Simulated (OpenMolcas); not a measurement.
**How methods differ on CH4AlIn (SMILES [CH2]1[AlH][InH]1)**

CH4AlIn: 7 atoms, total charge 0, spin state singlet. As SMILES, `[CH2]1[AlH][InH]1`. Geometry: relaxed at PBE0-D4/def2-TZVP.

Each level gives the dipole moment (D). The values are calculated.

| level | kind | program | value (D) | CPU time |
| --- | --- | --- | --- | --- |
| HF/def2-SVPD (core potential) | Hartree–Fock | OpenMolcas | 0.99 | 16 s |
| SVWN5/def2-SVPD (core potential) | LDA | OpenMolcas | 0.47 | 32 s |
| BLYP/def2-SVPD (core potential) | GGA | OpenMolcas | 0.59 | 45 s |
| PBE/def2-SVPD (core potential) | GGA | OpenMolcas | 0.55 | 42 s |
| revPBE/def2-SVPD (core potential) | GGA | OpenMolcas | 0.58 | 41 s |
| M06-L/def2-SVPD (core potential) | meta-GGA | OpenMolcas | 0.76 | 51 s |
| TPSS/def2-SVPD (core potential) | meta-GGA | OpenMolcas | 0.60 | 54 s |
| PBE0/def2-SVPD (core potential) | global hybrid | OpenMolcas | 0.71 | 36 s |

The values span 0.47 to 0.99 D. Magnitudes only. Times are those of the runs behind each value, whatever else they computed, on shared processors of several kinds: orders of magnitude only.
